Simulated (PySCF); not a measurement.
Estimate the missing entries of this data sheet.

Species: C2H10FNSi4.
SMILES: `[SiH3]N[Si@H]([SiH2]C#C)[SiH2]F`

Conformer (atom-mapped SMILES and torsion angles): `[CH:1]#[C:2][SiH2:3][Si@@H:4]([NH:5][SiH3:6])[SiH2:7][F:8]`: C2–Si3–Si4–N5 -179°, Si3–Si4–N5–Si6 64°, Si3–Si4–Si7–F8 54°.

```csv
property,level,value
point group of the GFN2-xTB geometry,GFN2-xTB,?
"rotational constants A, B, C of the GFN2-xTB geometry",GFN2-xTB,?
dipole moment,PBE0/pcSseg-1,2.39 D
HOMO energy,PBE0/pcSseg-1,?
LUMO energy,PBE0/pcSseg-1,?
13C chemical shifts (computed TMS as zero) by class,GIAO PBE0/pcSseg-1,"107.3 (1 C), 81.5 (1 C) ppm"
1H chemical shifts (computed TMS as zero) by class,GIAO PBE0/pcSseg-1,?
"isotropic shieldings of nuclei other than C and H, by class",GIAO PBE0/pcSseg-1,?
```

Gas-phase values; electronic properties from PySCF, density fitting. Isolated species at its GFN2-xTB geometry (one conformer only). NMR classes are plain means over equivalent atoms (diastereotopic ones count apart unless rotation or inversion swaps them), as if these changed places fast; in this geometry the members of some classes differ.

(1) What are the isotropic shieldings of nuclei other than C and H, by class?

(2) What is the HOMO energy?

(3) What are the 1H chemical shifts (computed TMS as zero) by class?

(4) What is the LUMO energy?

(5) Give the point group of the GFN2-xTB geometry.

(6) Give the rotational constants A, B, C of the GFN2-xTB geometry.

## Answers

(1) 284 (1 N), 431 (1 F), 349 (1 Si), 398 (1 Si), 402 (1 Si), 454 (1 Si) ppm.

(2) -7.14 eV.

(3) 5.98 (1 H), 5.85 (1 H), 5.66 (1 H), 4.72 (1 H), 4.59 (3 H), 4.57 (1 H), 1.90 (1 H), -1.10 (1 H) ppm.

(4) -1.40 eV.

(5) C1.

(6) 1.116, 0.648, 0.450 GHz.

The dipole equals about 8.0 × 10⁻³⁰ C·m (1 D = 3.33564 × 10⁻³⁰ C·m). With B = h/(8π²I), that is 505.379 GHz u Å² over I, the principal moments of inertia are 452.8, 779.5 and 1123.8 u Å² (most abundant isotopes); the inertial defect Ic − Ia − Ib is -108.5 u Å² (zero for a rigid planar frame, negative otherwise). The rotational constants make it an asymmetric top with κ = (2B − A − C)/(A − C) = -0.40, nearer the prolate limit (−1). A dipole of 2.39 D is allowed in C1, and pure rotational transitions are dipole-allowed.
